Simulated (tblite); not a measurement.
A geometry optimisation, step by step.

C8H13S (charge -1).
Atom-mapped SMILES: `[CH3:1][CH2:2][C@@H:3]1[C@@H:4]([S-:5])[C@@H:6]1[CH:7]1[CH2:8][CH2:9]1` (hydrogens: H10, H11, H12 on C1; H13, H14 on C2; H15 on C3; H16 on C4; H17 on C6; H18 on C7; H19, H20 on C8; H21, H22 on C9)

Computed with GFN2-xTB (tblite), gas phase: L-BFGS steps from a force-field or distance-geometry start until the largest atomic force falls under 0.01 eV/Å. 8 of its 51 geometries are shown.

Step 0: E = -739.2118 eV, largest atomic force 1.749 eV/Å
```
atom  x, y, z in Å  |  force x, y, z in eV/Å
C1      3.015    0.087   -0.761   -0.160   0.011  -0.004
C2      1.492    0.277   -0.819    0.400  -0.200   0.079
C3      0.908    0.228    0.566   -0.574  -0.039  -0.551
C4      0.477   -1.076    1.150    0.004   0.423   1.697
S5      0.808   -1.315    2.921   -0.155  -0.150  -0.700
C6     -0.579   -0.063    0.773   -0.403   0.053  -0.432
C7     -1.554   -0.300   -0.378    0.630  -0.100   0.507
C8     -2.205    0.844   -1.107    0.045  -0.192   0.040
C9     -3.032   -0.055   -0.233    0.291   0.161   0.326
H10     3.265   -0.879   -0.317   -0.113   0.178  -0.049
H11     3.475    0.870   -0.158   -0.041  -0.069  -0.033
H12     3.425    0.132   -1.767    0.157  -0.018  -0.079
H13     1.261    1.242   -1.259   -0.005   0.304  -0.305
H14     1.073   -0.502   -1.458   -0.097   0.010   0.057
H15     1.331    0.995    1.212   -0.059  -0.275   0.128
H16     0.560   -1.976    0.565    0.043  -0.141  -0.231
H17    -1.017    0.497    1.608    0.055  -0.253  -0.267
H18    -1.299   -1.172   -0.989    0.024   0.265   0.135
H19    -2.317    0.749   -2.179   -0.043   0.140  -0.014
H20    -1.996    1.846   -0.759   -0.045  -0.052  -0.052
H21    -3.712   -0.754   -0.696   -0.035   0.030  -0.017
H22    -3.391    0.344    0.714    0.081  -0.087  -0.235
```

Step 7: E = -739.3253 eV, largest atomic force 0.150 eV/Å
```
atom  x, y, z in Å  |  force x, y, z in eV/Å
C1      3.009    0.092   -0.773    0.001  -0.014   0.010
C2      1.493    0.281   -0.835    0.022  -0.017   0.021
C3      0.879    0.230    0.544   -0.053   0.053   0.047
C4      0.463   -1.056    1.199    0.034  -0.056   0.135
S5      0.797   -1.358    2.913   -0.040  -0.014  -0.123
C6     -0.593   -0.061    0.772    0.018   0.062  -0.010
C7     -1.530   -0.311   -0.364    0.020   0.011   0.010
C8     -2.183    0.832   -1.099   -0.024   0.002   0.009
C9     -3.003   -0.061   -0.217    0.019   0.009  -0.025
H10     3.246   -0.867   -0.319   -0.036  -0.001  -0.002
H11     3.468    0.868   -0.162   -0.043   0.006  -0.024
H12     3.450    0.129   -1.771   -0.014  -0.006   0.024
H13     1.273    1.250   -1.302   -0.035  -0.011  -0.038
H14     1.060   -0.502   -1.460   -0.012   0.012  -0.024
H15     1.302    0.962    1.223    0.033   0.104   0.022
H16     0.553   -1.944    0.577   -0.050  -0.094  -0.062
H17    -1.040    0.499    1.588   -0.022   0.038  -0.034
H18    -1.268   -1.165   -0.981    0.045  -0.009   0.015
H19    -2.319    0.761   -2.170    0.017  -0.020  -0.013
H20    -1.997    1.839   -0.760    0.060   0.007   0.045
H21    -3.695   -0.745   -0.688   -0.016  -0.040  -0.002
H22    -3.375    0.347    0.712    0.077  -0.023   0.020
```

Step 14: E = -739.3346 eV, largest atomic force 0.081 eV/Å
```
atom  x, y, z in Å  |  force x, y, z in eV/Å
C1      2.998    0.091   -0.772    0.002   0.004   0.003
C2      1.484    0.283   -0.835    0.008  -0.013  -0.023
C3      0.877    0.241    0.549   -0.021   0.001  -0.016
C4      0.455   -1.052    1.198    0.027  -0.006   0.074
S5      0.783   -1.387    2.900   -0.006   0.003  -0.001
C6     -0.594   -0.050    0.774    0.004   0.055  -0.010
C7     -1.517   -0.311   -0.366    0.011  -0.031  -0.019
C8     -2.173    0.830   -1.097   -0.007   0.004  -0.001
C9     -2.988   -0.069   -0.216   -0.006   0.028   0.001
H10     3.228   -0.869   -0.314   -0.008   0.022   0.017
H11     3.451    0.873   -0.166    0.003  -0.011   0.012
H12     3.447    0.122   -1.766   -0.031  -0.011  -0.002
H13     1.262    1.243   -1.319   -0.019   0.037   0.026
H14     1.051   -0.500   -1.459   -0.027  -0.046   0.011
H15     1.300    0.983    1.221    0.012  -0.020  -0.011
H16     0.526   -1.940    0.568   -0.002   0.011  -0.056
H17    -1.054    0.520    1.574    0.015   0.022   0.042
H18    -1.239   -1.164   -0.973    0.023  -0.052  -0.058
H19    -2.309    0.761   -2.168    0.012   0.010  -0.007
H20    -1.974    1.832   -0.747    0.002   0.014  -0.007
H21    -3.687   -0.752   -0.680    0.019  -0.012  -0.005
H22    -3.339    0.333    0.722   -0.010  -0.010   0.031
```

Step 21: E = -739.3365 eV, largest atomic force 0.020 eV/Å
```
atom  x, y, z in Å  |  force x, y, z in eV/Å
C1      2.993    0.091   -0.771    0.000  -0.003   0.003
C2      1.479    0.282   -0.835    0.007   0.003  -0.003
C3      0.876    0.242    0.550    0.009  -0.004  -0.007
C4      0.454   -1.050    1.200    0.004   0.004  -0.005
S5      0.780   -1.392    2.898    0.004  -0.006   0.011
C6     -0.593   -0.044    0.774    0.007   0.017  -0.007
C7     -1.512   -0.313   -0.369    0.004   0.012  -0.002
C8     -2.170    0.830   -1.097    0.003   0.001   0.001
C9     -2.983   -0.071   -0.216   -0.001   0.003  -0.006
H10     3.221   -0.865   -0.307   -0.003  -0.005   0.003
H11     3.447    0.873   -0.166   -0.005   0.009  -0.011
H12     3.439    0.117   -1.767   -0.009  -0.009   0.003
H13     1.254    1.243   -1.316   -0.011  -0.003  -0.002
H14     1.044   -0.506   -1.454   -0.004   0.004   0.012
H15     1.305    0.984    1.218   -0.004  -0.012   0.003
H16     0.520   -1.931    0.557    0.009  -0.006   0.003
H17    -1.051    0.529    1.574   -0.007  -0.004   0.005
H18    -1.230   -1.166   -0.979    0.002   0.010   0.005
H19    -2.305    0.764   -2.169   -0.001  -0.001   0.007
H20    -1.967    1.832   -0.747   -0.005  -0.001  -0.001
H21    -3.680   -0.755   -0.680    0.004  -0.003  -0.008
H22    -3.331    0.325    0.727   -0.003  -0.005  -0.005
```

Step 29: E = -739.3371 eV, largest atomic force 0.023 eV/Å
```
atom  x, y, z in Å  |  force x, y, z in eV/Å
C1      2.988    0.089   -0.773   -0.006   0.001  -0.006
C2      1.475    0.282   -0.834    0.001  -0.002   0.004
C3      0.879    0.243    0.554   -0.001   0.000  -0.002
C4      0.456   -1.049    1.201   -0.006   0.002  -0.010
S5      0.781   -1.396    2.898    0.004  -0.003   0.022
C6     -0.591   -0.041    0.777   -0.006  -0.002   0.001
C7     -1.507   -0.306   -0.369    0.000   0.001   0.000
C8     -2.169    0.835   -1.097    0.013  -0.008   0.005
C9     -2.979   -0.072   -0.219   -0.003  -0.002  -0.006
H10     3.215   -0.863   -0.298    0.002   0.013   0.004
H11     3.443    0.879   -0.177    0.007  -0.006  -0.013
H12     3.432    0.103   -1.769   -0.001  -0.003  -0.002
H13     1.244    1.241   -1.317    0.008  -0.011   0.004
H14     1.037   -0.510   -1.446    0.005   0.008   0.002
H15     1.312    0.979    1.226   -0.004   0.008  -0.009
H16     0.525   -1.930    0.558   -0.011  -0.002  -0.005
H17    -1.051    0.530    1.577    0.001  -0.004   0.009
H18    -1.221   -1.157   -0.980    0.001   0.010  -0.003
H19    -2.305    0.766   -2.169    0.009   0.013   0.014
H20    -1.971    1.837   -0.746   -0.011  -0.010  -0.004
H21    -3.669   -0.759   -0.690   -0.004  -0.003   0.001
H22    -3.334    0.317    0.724    0.001   0.000  -0.008
```

Step 36: E = -739.3377 eV, largest atomic force 0.019 eV/Å
```
atom  x, y, z in Å  |  force x, y, z in eV/Å
C1      2.985    0.088   -0.777   -0.001   0.000   0.001
C2      1.472    0.280   -0.831   -0.003  -0.002  -0.002
C3      0.880    0.244    0.558   -0.001   0.002  -0.003
C4      0.456   -1.050    1.204   -0.005   0.010  -0.015
S5      0.783   -1.400    2.901   -0.002   0.001   0.003
C6     -0.590   -0.039    0.783   -0.011  -0.014  -0.001
C7     -1.502   -0.301   -0.368   -0.004   0.002  -0.007
C8     -2.167    0.839   -1.095   -0.003   0.004   0.001
C9     -2.977   -0.076   -0.226    0.000  -0.001   0.003
H10     3.213   -0.855   -0.287    0.010  -0.002  -0.002
H11     3.446    0.887   -0.199    0.003   0.005  -0.004
H12     3.421    0.085   -1.777   -0.002  -0.008  -0.001
H13     1.240    1.237   -1.317   -0.001  -0.001   0.008
H14     1.031   -0.513   -1.439    0.007  -0.003  -0.010
H15     1.315    0.982    1.226   -0.002  -0.005   0.008
H16     0.521   -1.930    0.559    0.002   0.012   0.006
H17    -1.051    0.526    1.587    0.001   0.008  -0.009
H18    -1.209   -1.145   -0.984   -0.003  -0.002   0.006
H19    -2.295    0.775   -2.168    0.009  -0.003  -0.001
H20    -1.982    1.842   -0.741    0.004  -0.002   0.015
H21    -3.662   -0.766   -0.700    0.007   0.002  -0.002
H22    -3.338    0.311    0.715   -0.004  -0.006   0.004
```

Step 43: E = -739.3380 eV, largest atomic force 0.014 eV/Å
```
atom  x, y, z in Å  |  force x, y, z in eV/Å
C1      2.984    0.087   -0.779    0.005   0.001  -0.001
C2      1.471    0.279   -0.829    0.002   0.003  -0.004
C3      0.879    0.244    0.560    0.011  -0.008   0.001
C4      0.454   -1.049    1.206   -0.001   0.000  -0.005
S5      0.782   -1.401    2.903   -0.004   0.003   0.000
C6     -0.591   -0.038    0.785    0.000  -0.010   0.005
C7     -1.501   -0.299   -0.367    0.000  -0.004   0.001
C8     -2.166    0.842   -1.092   -0.003   0.001   0.002
C9     -2.977   -0.079   -0.230    0.003  -0.009   0.004
H10     3.216   -0.850   -0.280   -0.002  -0.002   0.006
H11     3.449    0.893   -0.215    0.002   0.006   0.002
H12     3.414    0.070   -1.781    0.002   0.001  -0.006
H13     1.237    1.235   -1.315    0.002   0.005  -0.004
H14     1.032   -0.514   -1.439   -0.005  -0.002   0.007
H15     1.314    0.980    1.229    0.003   0.002  -0.002
H16     0.519   -1.929    0.561   -0.003   0.001   0.006
H17    -1.052    0.529    1.588   -0.002   0.006  -0.005
H18    -1.204   -1.140   -0.985   -0.003  -0.004   0.000
H19    -2.285    0.781   -2.166   -0.007   0.009  -0.002
H20    -1.986    1.844   -0.731    0.008   0.002   0.002
H21    -3.656   -0.771   -0.708   -0.003   0.003  -0.004
H22    -3.343    0.303    0.712   -0.005  -0.004  -0.002
```

Step 50: E = -739.3382 eV, largest atomic force 0.009 eV/Å
```
atom  x, y, z in Å  |  force x, y, z in eV/Å
C1      2.985    0.087   -0.781   -0.002   0.000   0.000
C2      1.471    0.278   -0.829   -0.001  -0.002   0.001
C3      0.880    0.243    0.560    0.002  -0.004   0.002
C4      0.453   -1.049    1.208   -0.005  -0.002   0.006
S5      0.779   -1.399    2.905   -0.001   0.004  -0.006
C6     -0.591   -0.038    0.784    0.003   0.008  -0.002
C7     -1.501   -0.300   -0.367   -0.001  -0.003   0.002
C8     -2.166    0.844   -1.089    0.001   0.001  -0.001
C9     -2.977   -0.082   -0.231    0.000   0.002  -0.001
H10     3.218   -0.846   -0.274    0.002   0.002   0.000
H11     3.452    0.898   -0.225   -0.002  -0.002  -0.001
H12     3.412    0.062   -1.785    0.002   0.000   0.004
H13     1.238    1.235   -1.315   -0.002  -0.001  -0.002
H14     1.031   -0.515   -1.437    0.003  -0.001  -0.004
H15     1.315    0.980    1.230   -0.001   0.001  -0.002
H16     0.517   -1.929    0.564    0.002  -0.001   0.003
H17    -1.052    0.533    1.584    0.000  -0.004   0.004
H18    -1.204   -1.141   -0.986    0.001   0.001  -0.006
H19    -2.284    0.790   -2.163   -0.007   0.001  -0.003
H20    -1.984    1.843   -0.722    0.000   0.001   0.004
H21    -3.655   -0.771   -0.716    0.001   0.000  -0.002
H22    -3.348    0.296    0.711    0.004  -0.002   0.003
```

Task: Summarise the path.

Result: The energy falls by 12.19 kJ/mol from step 0 to step 50; nine tenths of that is first reached at step 8. It falls at every step. The largest force goes from 1.749 to 0.009 eV/Å. Among the bonds C4–S5 changes most, from 1.818 to 1.764 Å; the atoms move by 0.060 Å rms after alignment.

What follows is the cost of the whole relaxation. Time: 0.74 s. Hardware: Intel Xeon Platinum 8375C at 2.90 GHz, one thread, shared host with 96 logical CPUs at a one-minute load of 51.
